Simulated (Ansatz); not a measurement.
`NC[SiH](F)Br` → `[CH2]` (triplet) + `N[SiH](F)Br`  (formal loss of a carbene)

Computed with Ansatz on PBE0-D4/def2-TZVP structures; ΔE is electronic, products minus reactants. CBS: MP2 limit from def2 TZ/QZ plus the TZ coupled-cluster correction, frozen cores. This one scheme is used for every species. DFT in def2-TZVPP. B3LYP here is the variant with VWN-RPA as its local correlation; programs differ in this. Triplets are unrestricted, without spin–orbit coupling. For Br outer-core shells are correlated without core-valence functions, which leaves a few kJ/mol of doubt a bond. Scalar relativity is left out up to krypton. Each species was taken in one conformer, which may not be the lowest.

```tsv
level	ΔE (kJ/mol)	difference from CCSD(T)/CBS
B97M-V	320.2	1.9
B3LYP-D4	315.6	-2.7
BHLYP-D4	297.7	-20.6
CAM-B3LYP-D4	315.4	-2.9
ωB97X-V	332.8	14.5
B2PLYP	308.3	-10.0
revPBE	307.2	-11.1
r2SCAN	297.0	-21.3
r2SCANh	293.9	-24.4
CAM-B3LYP	309.0	-9.3
LC-ωPBE	308.1	-10.2
HF/def2-TZVPP	163.5	-154.8
CCSD/def2-TZVPP	295.6	-22.7
HF/CBS(def2)	162.4	-155.9
MP2/CBS(def2)	325.9	7.6
CCSD/CBS(def2)	305.6	-12.7
CCSD(T)/CBS	318.3	0
```

Largest T1 diagnostic among the species: 0.011.

From PBE to PBE0 (25 % exact exchange), in def2-TZVPP and without D4, ΔE moves by −13.8 kJ/mol. The D4 term adds +11.3 kJ/mol with B3LYP and +6.2 kJ/mol with PBE0; it sums over pairs of atoms, weighted by their polarisabilities, and B3LYP, whose exchange is more repulsive, gets the larger term. Leaving LDA and LC-ωPBE aside and taking each functional with its dispersion term where it has one, the values, not all of them listed here, spread over 46.5 kJ/mol, from r2SCAN0-D4 to PBE-D4. LDA lies +68.7 kJ/mol from PBE without D4.

CCSD(T)/CBS has its own doubt, a few kJ/mol and more with outer-core shells, so smaller differences from it don't rank the levels.
